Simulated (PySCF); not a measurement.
C7H8OP2.
Structure used (PBE0-D3(BJ)/def2-SVP), in Å, numbered top down from 1:
```
atom  x, y, z in Å
C1    -3.2018    0.6742   -0.5029
C2    -2.3239   -0.5336   -0.2996
O3    -2.7929   -1.6477   -0.2849
C4    -0.8326   -0.3331   -0.1084
C5    -0.0800   -1.5006    0.0425
P6     1.6208   -1.6872    0.2775
C7     2.2476   -0.0565    0.2788
C8     3.7454    0.0756    0.4242
P9     1.3652    1.4373    0.1281
C10   -0.2871    0.9512   -0.0774
H11   -2.8554    1.2873   -1.3484
H12   -3.1937    1.3141    0.3937
H13   -4.2259    0.3317   -0.6908
H14   -0.6651   -2.4277    0.0118
H15    4.0276    1.0173    0.9196
H16    4.2305    0.0721   -0.5667
H17    4.1740   -0.7610    0.9969
H18   -0.9743    1.7957   -0.1899
```

Probes without a nucleus sit at each ring's centroid and 1 Å off its mean plane on both sides; NICS is minus the shielding there, NICSzz its component along the normal. Level: GIAO KT2/pcSseg-1 (PySCF, non-relativistic, gas phase) on the PBE0-D3(BJ)/def2-SVP geometry, one conformer.

Ring bond lengths (Å): C4–C5 1.397, C5–P6 1.727, P6–C7 1.747, C7–P9 1.741, P9–C10 1.735, C10–C4 1.396.

Task: Give the NICS values of each ring in ppm.

Result: 
```
              ring                                                 type  NICS(0)  NICS(1), two faces  NICS(1)zz, two faces  rms pucker (Å)  centre to ring atoms, mean (Å)
C4–C5–P6–C7–P9–C10  6-membered ring with 2 P; formal bonds all aromatic     -6.5         -9.5 / -9.8         -22.4 / -23.1            0.01                            1.61
```

Task: What can be read from them?

Result: 
- C4–C5–P6–C7–P9–C10: mean NICS(1)zz -22.7 ppm, shielded.

Task: What does the geometric index give? Use HOMA with the parameters of Krygowski (1993).

Result: 
- C4–C5–P6–C7–P9–C10: HOMA 0.87; the largest term is that of P6–C7, α(R − Ropt)² = 0.29.

Task: What field does 9.4 T along the ring normal induce along that normal at the first NICS(1) probe listed for ring C4–C5–P6–C7–P9–C10, 1 Å off the ring?

Result: NICSzz × B0 = -22.4 ppm × 9.4 T = -211 μT, against the applied field.

Task: What are the shieldings of the ring atoms and their hydrogens in the same run (means over atoms taken as equivalent)?

Result: 
```json
{"atoms": "C4", "environment": "substituted aromatic carbon", "σ isotropic (ppm)": "58.4", "principal values of the symmetric part, first atom (ppm)": "-32.6, 33.0, 174.8"}
{"atoms": "C5 (×2)", "environment": "aromatic CH carbon", "σ isotropic (ppm)": "34.1", "principal values of the symmetric part, first atom (ppm)": "-106.4, 23.4, 183.6"}
{"atoms": "P6 (×2)", "environment": "phosphorus bonded to 2 C", "σ isotropic (ppm)": "109.1", "principal values of the symmetric part, first atom (ppm)": "-151.9, 7.0, 466.5"}
{"atoms": "C7", "environment": "substituted aromatic carbon", "σ isotropic (ppm)": "-21.7", "principal values of the symmetric part, first atom (ppm)": "-231.9, -20.8, 187.6"}
{"atoms": "H14 (×2)", "environment": "aromatic hydrogen", "σ isotropic (ppm)": "21.80", "principal values of the symmetric part, first atom (ppm)": "17.5, 19.9, 26.8"}
```

Task: How do the values depend on the level or the medium?

Result: 
| level | NICS(0), C4–C5–P6–C7–P9–C10 | mean NICS(1)zz, C4–C5–P6–C7–P9–C10 |
| --- | --- | --- |
| KT2/pcSseg-1, gas | -6.5 | -22.7 |
| PBE0/pcSseg-1, gas | -6.6 | -23.8 |
| PBE0/pcSseg-1, IEF-PCM acetone | -6.5 | -23.6 |
| PBE0/pcSseg-1, IEF-PCM benzene | -6.5 | -23.7 |

The geometry is the same throughout; the continuum's cavity takes Bondi-type radii × 1.2.
